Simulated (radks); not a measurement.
The nickel ion Ni+ is in [Ar] 3d(3/2: 4, 5/2: 5). All-electron calculation, Dirac Kohn-Sham, PBE, spin-unpolarised, spherical densities, finite nucleus; Fermi nuclear charge, rms radius of each element as measured or else 0.836 A^(1/3) + 0.57 fm. Program: a radial shooting solver on a logarithmic mesh with Libxc functionals. Sub-shells are occupied by j as written (lower j first in brackets). One electron is removed from 3d3/2, 3p1/2, 3p3/2, 3d5/2 in turn, with full relaxation. Which removal costs least, and what does each cost?

Answer. 3d5/2 20.248 eV; 3d3/2 20.493 eV; 3p3/2 82.457 eV; 3p1/2 84.669 eV. The 3d5/2 electron leaves first.
